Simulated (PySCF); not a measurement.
This PySCF input asks for the NMR shieldings of `C[C@H]([C@@H](B)[AlH2])C=C`, C₅H₁₂AlB; the geometry comes from GFN2-xTB.

```python
import basis_set_exchange as bse
import numpy as np
from pyscf import gto, dft
from pyscf.prop import nmr

atoms = """
B    -1.625534   -1.703793   -0.412295
C    -0.450124   -0.734018   -0.467583
Al   -1.030506    1.033703   -1.301617
C     0.039776   -0.085954    0.839207
C     0.914245   -1.048395    1.652433
C     0.778555    1.200007    0.620738
C     1.301139    1.600708   -0.538737
H    -1.805522   -2.456927   -1.295645
H    -2.377497   -1.692801    0.491213
H     0.398995   -1.093260   -1.068230
H    -0.827614    1.450855   -2.777962
H    -1.955719    1.938487   -0.441187
H    -0.838093    0.160118    1.452865
H     1.258695   -0.581113    2.573735
H     0.343488   -1.939386    1.900514
H     1.784419   -1.344886    1.069709
H     0.877721    1.833895    1.494545
H     1.358872    0.944040   -1.401222
H     1.844900    2.527970   -0.621406
"""
names = dict.fromkeys(["B", "C", "Al", "H"], "pcSseg-1")
basis = {el: gto.basis.parse(bse.get_basis(n, elements=[el], fmt="nwchem")) for el, n in names.items()}
mol = gto.M(atom=atoms, basis=basis, charge=0, verbose=0)
mf = dft.RKS(mol, xc="PBE0")
mf.grids.level = 2
mf.grids.alignment = dft.numint.BLKSIZE   # the property module wants whole blocks of grid points
mf.conv_tol = 1e-9
mf.kernel()

calc = nmr.RKS(mf)   # GIAO
C = mf.mo_coeff
Co = C[:, mf.mo_occ > 0]
resp = mf.gen_response(singlet=True, hermi=2)
def vind(x):   # induced exchange potential for any number of trial vectors
    d = np.einsum("pi,xij,qj->xpq", C, 2 * x.reshape(-1, C.shape[1], Co.shape[1]), Co, optimize=True)
    return np.einsum("xpq,pi,qj->xij", resp(d - d.transpose(0, 2, 1)), C, Co, optimize=True).ravel()
mo1, _ = nmr.rhf.solve_mo1(calc, with_cphf=vind)
sigma = calc.kernel(mo1)
for i, s in enumerate(sigma):   # ppm
    print("%2d %-2s %9.2f" % (i, mol.atom_pure_symbol(i), np.trace(s) / 3))
```

Question: Give the expected output.

Answer: 
```
 0 B      28.79
 1 C     123.64
 2 Al    380.86
 3 C     139.29
 4 C     155.67
 5 C      13.13
 6 C      78.00
 7 H      24.72
 8 H      24.59
 9 H      28.35
10 H      27.03
11 H      27.39
12 H      28.25
13 H      30.27
14 H      30.41
15 H      30.87
16 H      24.14
17 H      25.19
18 H      26.52
```

These numbers come from an equivalent density-fitted implementation of the same equations, which agrees with the script to about 0.01 ppm for H and up to a few tenths of a ppm for heavy atoms, so last digits may differ.

Size and cost of the density-fitted run: 186 basis functions, 36 s wall time on 1 thread of an Arm Neoverse V1, shared host; peak memory 0.85 GiB.
